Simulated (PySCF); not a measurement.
CH7ClFNSi2, SMILES CN[SiH2][Si@@H](F)Cl. Atoms are numbered in the order given.

```xyz
13

C     -3.2398    -1.0913    -0.5772
N     -1.7860    -1.0672    -0.5657
Si    -0.8119     0.2670    -1.0920
Si     1.2679     0.0080    -0.0416
F      2.3034     1.1538    -0.5621
Cl     1.0146     0.2593     2.0034
H     -3.6324    -1.7172     0.2422
H     -3.6747    -1.4649    -1.5253
H     -3.6287    -0.0729    -0.4186
H     -1.3677    -1.9928    -0.5674
H     -1.4522     1.5265    -0.6167
H     -0.5990     0.4043    -2.5726
H      1.9335    -1.3075    -0.2450
```
Charge 0, spin multiplicity 1.

Geometry: B3LYP-D3(BJ)/def2-SVP. The structure was generated by enumeration; whether it is a known compound was not checked. One conformer was computed; it need not be the lowest.

These are PBE/def2-TZVP run with PySCF values and carry that method's errors.

ESP charges are fitted to the potential on shells at 1.4 to 2.0 van der Waals radii. Atomic charges (e):

```
atom  Löwdin  ESP fit  Mulliken
----  ------  -------  --------
C1     -0.36    -0.22     -0.27
N2     -0.13      [?]     -0.37
Si3     0.06     0.30      0.15
Si4    -0.23      [?]      0.50
F5      0.00    -0.15     -0.28
Cl6     0.23      [?]     -0.21
H7      0.11     0.11      0.13
H8      0.11     0.10      0.12
H9      0.12     0.13      0.13
H10     0.17      [?]      0.20
H11    -0.02    -0.03     -0.01
H12    -0.03    -0.07     -0.04
H13    -0.04      [?]     -0.04
```

Q: Complete the blanks. (The exact figures need the calculation; the answer reports its results.)

A: 
- N2, ESP fit: -0.55
- Si4, ESP fit: 0.13
- Cl6, ESP fit: -0.10
- H10, ESP fit: 0.35
- H13, ESP fit: 0.01

Q: Give the Mayer and Wiberg (Löwdin basis) orders of the bonds. (The exact figures need the calculation; the answer reports its results.)

A: 
```
bond     Mayer  Wiberg
-------  -----  ------
C1–N2     0.99    1.42
N2–Si3    1.19    1.46
Si3–Si4   0.91    1.07
Si4–F5    1.13    1.73
Si4–Cl6   1.17    1.84
C1–H7     0.96    0.92
C1–H8     0.96    0.93
C1–H9     0.97    0.92
N2–H10    0.91    0.89
Si3–H11   0.92    0.91
Si3–H12   0.89    0.92
Si4–H13   0.90    0.93
```
